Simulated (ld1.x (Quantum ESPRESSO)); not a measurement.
Values are calculated unless marked as measured or tabulated.
Hardness and transferability of assorted potentials

Generated with ld1.x 7.5 (TM, RRKJ, ultrasoft, PAW), atompaw 4.2 or ONCVPSP 4.0.1. The cutoff is in Ry: for ld1.x and atompaw files where the sum of valence levels is converged to 10 mRy in a Bessel basis, for ONCV files where the hardest occupied wave has 1 mHa per electron of residual kinetic energy. The error is the largest all-electron minus pseudo excitation energy over each file’s own four to seven test configurations (ionisations up to +4, promotions, holes and added fractions of an electron), all of which were solved. The labels leave out finer settings (local radius, basis sizes, second energies), which also bear on the numbers. Spin-polarised tests are not counted. The rows are a selection from randomly drawn settings: files with unsolved tests, undetermined cutoffs or missed reference levels are left out.

A true bound ghost makes a file unfit for plane-wave use even where its test errors are small: the radial tests pick states by their node count and pass the ghost by.

```csv
element,potential,cutoff (Ry),largest error (meV),bound ghosts
N,"RRKJ, BLYP, non-relativistic, rc 0.95/1.85/1.60 (spd), local d, core correction no, reference 2s1.75 2p3.25",90,+1699,none
Si,"TM semilocal, LDA (PZ), scalar-relativistic, rc 1.80/2.20/2.25 (spd), local s, core correction yes, reference 3s2 3p1.75",15,+63,none
Ti,"TM, LDA (PZ), scalar-relativistic, rc 2.35/2.00/2.00 (spd), local p, core correction no, reference 3d1 4s0 4p0",50,+817,s
Sr,"PAW, PBEsol, scalar-relativistic, rc 2.20/2.25/2.85 (spd), local smoothed, core correction yes, reference 4s2 4p6 4d0 5s1 5p0",15,-5.6,none
Nb,"TM, PBEsol, fully relativistic, rc 2.55/3.35/2.10 (spd), local smoothed, core correction yes, reference 4d4 5s1 5p0",35,-623,none
Er,"ultrasoft, revPBE, scalar-relativistic, rc 1.70/2.10/2.25 (spd), local smoothed, core correction no, reference 5s2 5p6 5d1 6s0.5 6p0",18,+90,none
Pt,"RRKJ, LDA (PZ), scalar-relativistic, rc 2.00/1.60/1.75 (spd), local s, core correction no, reference 5p6 5d9 6s1 6p0",50,-470,none
```

(1) Fill in the row for Zr: TM semilocal, PBEsol, scalar-relativistic, rc 2.70/1.45/2.05 (spd), local p, core correction yes, reference 4p6 4d3 5s1 5p0.

## Answers

(1) cutoff 50 Ry, largest error -139 meV, bound ghosts: none.
